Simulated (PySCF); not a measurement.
Level of theory: TPSSh-D3(BJ)/def2-TZVP // BP86-D3(BJ)/def2-SVP run with PySCF 2.14.0. All species are isolated molecules in the gas phase. One relaxed conformer stands for a flexible species; it need not be the lowest. 

Reference species: [Nb(Cl)5] (neutral, multiplicity 1).

The charge on the central atom (Mulliken) is 1.26 e and the HOMO is -8.51 eV. The coordination number is 5.

Changed species: [Nb(Cl)(OH)4] (4 of 5 Cl replaced by OH; the reference has 0 of 5 Cl replaced by OH).

Problem. What does the change do to the charge on the central atom (Mulliken), HOMO and coordination number?

Solution. the charge on the central atom (Mulliken) goes up by 0.55 e, to 1.81 e; the HOMO rises by 0.86 eV, to -7.65 eV; the coordination number hardly moves.
